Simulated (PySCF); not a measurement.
Match the calculated data to a structure.

All candidates are C9H9FO2.

| technique | computed result |
| --- | --- |
| NMR, other nuclei | isotropic shieldings of nuclei other than C and H, by class: 232 (1 O), 234 (1 O), 437 (1 F) ppm [GIAO PBE0/pcSseg-1] |
| 13C NMR | chemical shifts (computed TMS as zero) by class: 150.0 (1 C), 148.9 (1 C), 137.2 (1 C), 123.9 (1 C), 121.1 (1 C), 116.6 (1 C), 86.5 (1 C), 67.2 (1 C), 67.2 (1 C) ppm [GIAO PBE0/pcSseg-1] |
| Dipole | 3.09 D [PBE0/pcSseg-1] |
| 1H NMR | chemical shifts (computed TMS as zero) by class: 7.41 (1 H), 7.32 (1 H), 6.82 (1 H), 5.88 (2 H), 4.18 (2 H), 4.17 (2 H) ppm [GIAO PBE0/pcSseg-1] |
| Rotational structure | rotational constants A, B, C: 2.636, 0.538, 0.454 GHz [GFN2-xTB] |

Gas-phase values; electronic properties from PySCF, density fitting. Levels stand in brackets. Geometry: GFN2-xTB, one conformer, isolated molecule. Each NMR value is the plain mean over a class of atoms that symmetry, rotation or inversion makes alike.

**Question.** Which candidate is it?
A. `COc1cc(C(=O)F)ccc1C`
B. `FCc1ccc2c(c1)OCCO2`
C. `CCOC(=O)c1ccccc1F`

**Answer.** B. It is `FCc1ccc2c(c1)OCCO2`. Numbering: `[F:1][CH2:2][c:3]1[cH:4][cH:5][c:6]2[c:7]([cH:8]1)[O:9][CH2:10][CH2:11][O:12]2`. Its formula, C9H9FO2, gives 5 degrees of unsaturation: 2 rings and 3 π bonds in the structure found (Kekulé form). 9 carbons fall into 9 classes; from least to most shielded: aromatic carbon bearing oxygen [C7] (150.0 ppm), aromatic carbon bearing oxygen [C6] (148.9 ppm), substituted aromatic carbon [C3] (137.2 ppm), aromatic CH carbon [C5] (123.9 ppm), aromatic CH carbon [C4] (121.1 ppm), aromatic CH carbon [C8] (116.6 ppm), sp3 C–F carbon [C2] (86.5 ppm), ring sp3 carbon bound to oxygen [C10] (67.2 ppm), ring sp3 carbon bound to oxygen [C11] (67.2 ppm). Hydrogen classes from least to most shielded: 1 H on an aromatic CH carbon, C4 (7.41 ppm), 1 H on an aromatic CH carbon, C5 (7.32 ppm), 1 H on an aromatic CH carbon, C8 (6.82 ppm), 2 H on an sp3 C–F carbon, C2 (5.88 ppm), 2 H on an sp3 carbon bound to oxygen, C11 (4.18 ppm), 2 H on an sp3 carbon bound to oxygen, C10 (4.17 ppm). The other shieldings belong to: 232 ppm, aryl ether oxygen [O9]; 234 ppm, aryl ether oxygen [O12]; 437 ppm, alkyl fluorine [F1]. The optimised geometry has point group C1 and is an asymmetric top.

The others, at the same levels:
- `CCOC(=O)c1ccccc1F` fails: its computed 13C shifts are 173.2 (1 C), 171.7 (1 C), 140.7 (1 C), 140.5 (1 C), 128.6 (1 C), 123.4 (1 C), 122.7 (1 C), 63.5 (1 C), 16.5 (1 C) ppm, 1H shifts are 8.64 (1 H), 7.78 (1 H), 7.50 (1 H), 7.40 (1 H), 4.69 (2 H), 1.45 (3 H) ppm and rotational constant A is 2.013 GHz (against 2.636 GHz).
- `COc1cc(C(=O)F)ccc1C` fails: its computed 13C shifts are 166.4 (1 C), 164.7 (1 C), 143.2 (1 C), 135.5 (1 C), 130.9 (1 C), 128.1 (1 C), 117.2 (1 C), 56.5 (1 C), 20.9 (1 C) ppm, 1H shifts are 7.97 (1 H), 7.64 (1 H), 7.59 (1 H), 4.09 (3 H), 2.45 (3 H) ppm and rotational constant A is 1.574 GHz (against 2.636 GHz).

Each candidate is one conformer, not necessarily the lowest. The conformers computed, where there is a choice (atom-mapped SMILES and torsion angles):
- `[F:1][CH2:2][c:3]1[cH:4][cH:5][c:6]2[c:7]([cH:8]1)[O:9][CH2:10][CH2:11][O:12]2`: F1–C2–C3–C4 -2°
- `[CH3:1][CH2:2][O:3][C:4](=[O:5])[c:6]1[cH:7][cH:8][cH:9][cH:10][c:11]1[F:12]`: C1–C2–O3–C4 81°, C2–O3–C4–O5 0°, O3–C4–C6–C7 172°
- `[CH3:1][O:2][c:3]1[cH:4][c:5]([C:6](=[O:7])[F:8])[cH:9][cH:10][c:11]1[CH3:12]`: C1–O2–C3–C4 0°, C4–C5–C6–O7 0°
